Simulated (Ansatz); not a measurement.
Ansatz (a program for electronic structure) input (HSE06/def2-TZVPD):

Ansatz 0.2 input:
```yaml
crystal:
  periodic: [false, false, false]
  atoms:
    - {symbol: C, position_ang: [1.56348962, 0.97603541, 0.77472909]}
    - {symbol: C, position_ang: [0.59807497, 0.37896046, 0.28393512]}
    - {symbol: C, position_ang: [-0.53568589, -0.49210624, 0.08415472]}
    - {symbol: O, position_ang: [-1.11572118, -0.50652215, -0.97403390]}
    - {symbol: H, position_ang: [-0.82950277, -1.12516051, 0.93535760]}
basis:
  gaussian:
    orbitals: def2-TZVPD
hamiltonian:
  xc: {name: HSE06}
magnetization: {spin_polarized: true, initial_magnetization: 1}
output: {forces: true}
```

Output:

```
Functional definition: HSE06
integrals: 0.06 GiB planned
757 factors; their error is unknown
integrals: 0.09 GiB planned
71 factors; integrals over basis functions are off by at most 7.8e-6 eV
mean field: 0.73 GiB planned
mean field evaluation 1: about -5159.6414 eV, gradient 3.1e1 eV
mean field evaluation 2: about -5157.1701 eV, gradient 3.8e1 eV
mean field evaluation 4: about -5163.7135 eV, gradient 3.9e0 eV
mean field evaluation 8: about -5163.8863 eV, gradient 5.2e-1 eV
mean field evaluation 16: about -5163.9025 eV, gradient 3.7e-3 eV
mean field evaluation 32: about -5163.9025 eV, gradient 9.5e-5 eV
mean field -5163.90249488 eV, -189.7699164679 hartree, gradient 7.7e-6 eV, S^2 0.769290; 3 other end points of the search recorded, 0 dependent functions left out
the calculation of the forces begins
reference -5163.90253836 eV, -189.7699180659 hartree; 14, 13 occupied and 146, 147 virtual orbitals, 757 factors
Total energy: -5163.90253836 eV, -189.7699180659 hartree
Atom 0 at     1.563490     0.976035     0.774729 Å, force    -0.646786    -0.390989    -0.348819 eV/Å
Atom 1 at     0.598075     0.378960     0.283935 Å, force     0.701310     0.375037     0.486659 eV/Å
Atom 2 at    -0.535686    -0.492106     0.084155 Å, force    -0.156995     0.102024    -0.521241 eV/Å
Atom 3 at    -1.115721    -0.506522    -0.974034 Å, force     0.088285    -0.074504     0.331094 eV/Å
Atom 4 at    -0.829503    -1.125161     0.935358 Å, force     0.014187    -0.011568     0.052307 eV/Å
Dipole moment:     0.083689    -0.072332     0.317643 e Å
```

It need not be the lowest isomer of its formula.
